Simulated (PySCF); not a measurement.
How methods differ on the excitation energy of Au

Au [Xe] 4f14 5d10 6s1 (2S) → Au [Xe] 4f14 5d10 6d1 (2D), as a difference of total energies. All numbers are calculated (PySCF 2.14, scalar relativity through the core potential, in aug-cc-pwCVDZ-PP with ECP60MDF (6s6p5d3f, 70 functions)). Correlated levels: valence and next inner shell: nothing frozen outside the core potential. The calculations carry no spin-orbit coupling.

| method | excitation energy (cm⁻¹) |
| --- | --- |
| UHF | 59707 |
| MP2 (valence and next inner shell) | 72004 |
| SCS-MP2 (valence and next inner shell) | 70243 |
| CCSD (valence and next inner shell) | 69433 |
| CCSD(T) (valence and next inner shell) | 70062 |

The promoted electron is Rydberg-like, and one or two diffuse shells describe it only roughly, which tends to raise the upper state.
